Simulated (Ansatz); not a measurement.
Cost and result for the atomization energy of C4H11GaO (`[GaH3-][O+]1CCCC1`) (17 atoms, 17 bonds).

Z-matrix (Å, degrees):
```
Ga
O 1 2.129
H 1 1.576 2 97.0
H 1 1.586 2 97.4 3 119.1
H 1 1.576 2 97.0 3 -121.9
C 2 1.433 1 116.5 3 177.6
C 2 1.433 1 116.4 3 -56.5
C 6 1.524 2 105.4 1 92.5
H 6 1.089 2 107.5 1 -30.3
H 6 1.095 2 107.8 1 -147.8
C 7 1.524 2 105.4 1 -92.6
H 7 1.095 2 107.8 1 147.7
H 7 1.089 2 107.5 1 30.1
H 8 1.090 6 110.5 2 -95.6
H 8 1.090 6 111.2 2 144.4
H 11 1.090 7 111.2 2 -144.2
H 11 1.090 7 110.5 2 95.9
```

The species carries charge 0 and has multiplicity 1. Correlated methods include outer-core shells of Ga, which these sets cover unevenly. Scalar relativity is left out up to krypton. Geometry: relaxed with PBE0-D4/def2-TZVP. Program: Ansatz. All runs use 3 threads of an AMD EPYC 7R13 on a shared host and a share of an NVIDIA H100 80 GB. Times are those of one run each, without the atoms' runs, and a repeat can differ threefold. Electronic energies, without spin–orbit coupling; frozen cores. CCSD(T)/CBS adds CCSD(T) − MP2 in def2-TZVPP to the MP2 limit, and its time is that of the two runs behind it. T1 = 0.012. With those shells the extrapolation isn't a true limit. B3LYP takes the VWN-RPA correlation (the form of Gaussian; ORCA's B3LYP/G). HSE06 is the plane-wave form, built on full-range PBE exchange.

CCSD(T)/CBS is a level of theory with its own doubt, some kJ/mol a heavy atom from the limit and from the frozen cores, so smaller differences don't rank the functionals.

```tsv
level	functions	wall time	atomization (kcal/mol)	difference from CCSD(T)/CBS	per bond
BHLYP-D4/def2-TZVPP	357	3.1 s	1443.2	-38.4	-2.3
B3LYP-D4/def2-TZVPP (with forces)	357	3.4 s	1476.3	-5.3	-0.3
revPBE-D4/def2-TZVPP	357	4.6 s	1469.2	-12.4	-0.7
HSE06-D4/def2-TZVPP	357	4.9 s	1484.6	3.0	0.2
ωB97X-V/def2-TZVPP	357	7 s	1485.1	3.5	0.2
CCSD(T)/def2-SVP	157	7 s	1422.3	-59.3	-3.5
CAM-B3LYP-D4/def2-TZVPP	357	7 s	1487.1	5.5	0.3
ωB97M-V/def2-TZVPP (with forces)	357	8.5 s	1482.7	1.1	0.1
PBE0-D4/def2-TZVPP	357	9 s	1484.0	2.4	0.1
MP2/def2-QZVPP	704	10 s	1482.9	1.3	0.1
B97M-V/def2-TZVPP	357	11 s	1485.3	3.7	0.2
CCSD(T)/def2-TZVPP	357	20 s	1452.6	-29.0	-1.7
CCSD(T)/CBS(def2)	–	30 s	1481.6	0.0	0.0
```

From PBE to PBE0 (25 % exact exchange), in def2-TZVPP and without D4, the atomization energy moves by −15.9 kcal/mol: exact exchange takes away binding that semilocal exchange gives to molecules. Leaving LDA and LC-ωPBE aside and taking each functional with its dispersion term where it has one, the values, not all of them listed here, spread over 58.1 kcal/mol, from BHLYP-D4 to PBE-D4. LDA lies +198.6 kcal/mol from PBE without D4, its usual overbinding. At CCSD(T), def2-SVP lies −59.3 kcal/mol from the extrapolated value and def2-TZVPP −29.0 kcal/mol: correlation converges slowly with the basis, and small sets miss more of it in the bonded molecule than in its fragments.
